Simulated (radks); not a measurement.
Initial-state core-level shifts of the copper ion Cu2+ when its valence configuration changes from [Ar] 3d9. Method: scalar-relativistic Kohn-Sham, PBE, spin-polarised, spherical densities, finite nucleus; open shells are filled with parallel spins first; Fermi nuclear charge, rms radius 3.8823 fm; computed with a radial shooting solver on a logarithmic mesh with Libxc functionals. Shifts are changes of the shell-averaged eigenvalues in eV (positive: less bound); the change of the density at the nucleus, which sets a Mossbauer isomer shift, is in e/bohr^3, on a base of 2.24e+04.

| valence | 1s | 2p | 3s | 3p | density at nucleus |
|---|---|---|---|---|---|
| 3d8 4p1 | -9.426 | -10.179 | -9.140 | -8.931 | +2.679 |
| 3d8.5 4p0.5 | -4.590 | -4.938 | -4.490 | -4.391 | +1.216 |
| 3d8.5 4s0.5 | -3.809 | -4.196 | -3.707 | -3.610 | +7.982 |
| 3d8 4s1 | -7.900 | -8.723 | -7.612 | -7.409 | +17.094 |
| 3d7.5 4s1.5 | -12.363 | -13.647 | -11.789 | -11.478 | +26.897 |
| 3d8 4s0.5 4p0.5 | -8.668 | -9.456 | -8.380 | -8.174 | +9.942 |
| 3d7 4s2 | -17.086 | -18.873 | -16.126 | -15.700 | +37.752 |
| 3d7 4p2 | -19.760 | -21.483 | -18.790 | -18.342 | +6.325 |
| 3d7.5 4s1 4p0.5 | -13.010 | -14.283 | -12.436 | -12.118 | +19.820 |
